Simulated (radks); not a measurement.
Mo15+, 27 electrons, occupied as [Ar] 3d9.

Method: scalar-relativistic Kohn-Sham, LB94 model potential, spin-polarised, spherical densities, finite nucleus; open shells are filled with parallel spins first (spin-orbit coupling, left out, can overturn this in heavy ions); Fermi nuclear charge, rms radius 4.4091 fm; computed with a radial shooting solver on a logarithmic mesh with Libxc functionals.

Energy parts (hartree):
| part | energy |
|---|---|
| kinetic | 4095.36172 |
| electron-nucleus | -9176.47608 |
| Hartree | 1232.52481 |
(The LB94 potential has no energy functional, so no total or exchange-correlation energy is given.)

Orbitals (lengths in bohr, moments of r in powers of bohr; r(90%) holds 90 % of the orbital's charge):
orbital,occ.,eigenvalue (hartree),<r^4>,<r^2>,r(90%)
1s up,1,-747.0974,7.142e-06,0.001662,0.0629
1s down,1,-747.0993,7.142e-06,0.001662,0.0629
2s up,1,-118.0670,0.001308,0.02762,0.236
2s down,1,-118.0659,0.001307,0.02760,0.236
2p up,3,-107.2614,0.0009332,0.02169,0.217
2p down,3,-107.2639,0.0009319,0.02168,0.217
3s up,1,-31.08528,0.06301,0.2034,0.621
3s down,1,-31.01103,0.06320,0.2036,0.622
3p up,3,-27.52015,0.06706,0.2051,0.633
3p down,3,-27.44609,0.06731,0.2055,0.633
3d up,5,-21.77587,0.06425,0.1870,0.628
3d down,4,-21.70533,0.06456,0.1873,0.629
4s up,0,-13.54628,1.190,0.9238,1.29
4s down,0,-13.52102,1.196,0.9260,1.29
4p up,0,-12.31066,1.404,0.9967,1.34
4p down,0,-12.28686,1.412,0.9993,1.34

The highest occupied level is 3d down at -590.63 eV. Summed over all electrons, <r^2> = 3.511 bohr^2, which gives a Langevin (diamagnetic) susceptibility term of -2.78 x 10^-6 cm^3/mol. The spin density at the nucleus is 0.095 e/bohr^3 (1s 0.187, 2s -1.781, 3s 1.689). The electron density at the nucleus is 9.249e+04 e/bohr^3 (large components only).
